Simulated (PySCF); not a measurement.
Job file and geometry (Å, from GFN2-xTB) of an NMR shielding run on `C[SiH2]OC1=CC=C(C)[SiH2]B1`, C6H13BOSi2, PySCF, GIAO PBE0/pcSseg-1 NMR shielding, non-relativistic, gas phase; density fitting, a coarse starting grid and PySCF grid level 2 are the driver's defaults:

```
$ OMP_NUM_THREADS=1 python probes_run.py task.json out

{"job": {"kind": "nmr", "xc": "PBE0", "basis": "pcSseg-1"}, "charge": 0, "multiplicity": 1}
C      4.589504    -0.064252    -0.307913
Si     3.010476     0.616437     0.469462
O      1.846009    -0.221891    -0.282527
C      0.477983    -0.249694    -0.246954
C     -0.168583     0.548625     0.650293
C     -1.577002     0.694707     0.875258
C     -2.578192     0.064432     0.232758
C     -3.999664     0.336965     0.594022
Si    -2.167478    -1.173826    -1.145334
B     -0.223905    -1.186140    -1.235492
H      4.709696    -1.124587    -0.109836
H      4.597541     0.072439    -1.384593
H      5.454181     0.448964     0.098398
H      2.864107     2.058952     0.227657
H      2.991115     0.390012     1.922424
H      0.459559     1.163764     1.286528
H     -1.825414     1.404522     1.660422
H     -4.086701     1.063032     1.401506
H     -4.487429    -0.588062     0.897455
H     -4.537086     0.710749    -0.276394
H     -2.921102    -0.688179    -2.321528
H     -2.861635    -2.421053    -0.758005
H      0.429268    -1.828932    -1.964593
```

Problem. Write the output of this run.

Solution. 
```
coarse grid: 20000 points
cycle   1  E = -914.6201065102  dE =  1.227e+00  |g| = 7.232e-01  |ddm| = 4.454e+00
cycle   2  E = -914.4878166409  dE =  1.323e-01  |g| = 1.095e+00  |ddm| = 1.740e+00
cycle   3  E = -914.7210061388  dE = -2.332e-01  |g| = 2.015e-01  |ddm| = 1.250e+00
cycle   4  E = -914.7295076313  dE = -8.501e-03  |g| = 6.474e-02  |ddm| = 2.376e-01
cycle   5  E = -914.7304566769  dE = -9.490e-04  |g| = 3.043e-02  |ddm| = 9.419e-02
cycle   6  E = -914.7307278630  dE = -2.712e-04  |g| = 5.137e-03  |ddm| = 3.459e-02
cycle   7  E = -914.7307336770  dE = -5.814e-06  |g| = 2.399e-03  |ddm| = 7.528e-03
final grid: 183352 points
cycle   8  E = -914.7973487869  dE = -3.344e-05  |g| = 1.150e-02  |ddm| = 4.257e-02
cycle   9  E = -914.7973034673  dE =  4.532e-05  |g| = 1.823e-02  |ddm| = 2.477e-02
cycle  10  E = -914.7973774350  dE = -7.397e-05  |g| = 2.787e-03  |ddm| = 1.726e-02
cycle  11  E = -914.7973794316  dE = -1.997e-06  |g| = 3.983e-04  |ddm| = 3.014e-03
cycle  12  E = -914.7973794598  dE = -2.824e-08  |g| = 2.048e-04  |ddm| = 5.319e-04
cycle  13  E = -914.7973794707  dE = -1.086e-08  |g| = 5.947e-05  |ddm| = 2.572e-04
cycle  14  E = -914.7973794716  dE = -8.972e-10  |g| = 2.355e-05  |ddm| = 8.019e-05
converged SCF energy = -914.7973794716

GIAO shielding tensors (ppm)
atom      isotropic    diamagn.    paramagn.     s11        s22        s33       span
  0 C      189.667     252.267     -62.600    178.264    191.768    198.969     20.705
  1 Si     381.521     882.553    -501.032    326.088    381.895    436.580    110.492
  2 O      216.989     399.864    -182.875    153.365    226.583    271.019    117.654
  3 C       11.894     253.478    -241.584   -100.154     25.977    109.861    210.015
  4 C       41.570     262.345    -220.776    -50.917     35.075    140.551    191.468
  5 C       45.112     254.048    -208.935    -64.628     67.097    132.868    197.496
  6 C       20.077     265.159    -245.082    -97.944    -26.820    184.995    282.939
  7 C      155.538     244.944     -89.406    140.753    141.241    184.621     43.868
  8 Si     438.347     884.482    -446.135    398.063    424.986    491.992     93.929
  9 B       17.785     196.309    -178.525    -74.603     -7.223    135.181    209.784
 10 H       31.048      30.329       0.719     26.963     28.615     37.566     10.603
 11 H       31.063      30.574       0.489     26.874     28.710     37.606     10.733
 12 H       31.957      25.901       6.057     27.694     28.405     39.773     12.080
 13 H       26.566      31.397      -4.831     23.016     25.691     30.990      7.974
 14 H       26.512      31.306      -4.794     22.888     25.701     30.947      8.059
 15 H       25.112      36.713     -11.601     22.523     22.723     30.090      7.567
 16 H       24.864      34.016      -9.152     22.831     23.143     28.618      5.786
 17 H       29.639      28.453       1.186     26.018     28.536     34.363      8.346
 18 H       29.256      27.064       2.193     25.205     28.296     34.268      9.062
 19 H       29.259      27.108       2.151     25.241     28.252     34.284      9.043
 20 H       27.583      29.916      -2.333     24.055     26.228     32.467      8.412
 21 H       27.584      29.888      -2.304     24.027     26.243     32.482      8.455
 22 H       23.434      31.665      -8.231     15.710     25.832     28.759     13.049
```

Size and cost of the density-fitted run: 249 basis functions, 62 s wall time on 1 thread of an Arm Neoverse V2, shared host; peak memory 1.2 GiB.
